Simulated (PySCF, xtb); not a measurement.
B(I)2(Me) (CH₃BI₂), SMILES CB(I)I.

Harmonic wavenumbers (cm⁻¹) from GFN2-xTB (xtb) at its own minimum, in rising order: 24, 126, 231, 304, 385, 684, 807, 979, 1038, 1401, 1466, 1479, 2952, 3001, 3015.

Task: What does B3LYP-D3(BJ)/def2-SVP (PySCF) give at its own minimum? (The exact figures need the calculation; the answer reports its results.)

Result: 55, 122, 234, 329, 359, 635, 790, 951, 1055, 1318, 1408, 1433, 3012, 3094, 3139. Paired by order, the mean absolute difference is 44 cm⁻¹ and the zero-point energies are 25.6 and 25.6 kcal/mol.
